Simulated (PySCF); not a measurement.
FH7OSi3, SMILES [Si@H]([SiH2][SiH3])(O)F.

Geometry: r2SCAN-D4/def2-SVP. The structure was generated by enumeration; whether it is a known compound was not checked. One conformer was computed; it need not be the lowest.

Level of theory: PBE/def2-TZVP (PySCF).

The molecule is in vacuum.

Computed frontier levels, gap, dipole moment and polarisability:
* **highest occupied level**: -6.83 eV
* **lowest empty level**: -1.31 eV
* **orbital gap**: 5.52 eV
* **dipole moment**: 1.45 D
* **quadrupole, principal values (traceless, Buckingham form, about the centre of nuclear charge)**: -7.79, -1.47, 9.26 D·Å
* **mean static polarisability**: 91.5 bohr³ (13.56 Å³)
* **polarisability, principal values**: 75.1, 88.4, 111.1 bohr³
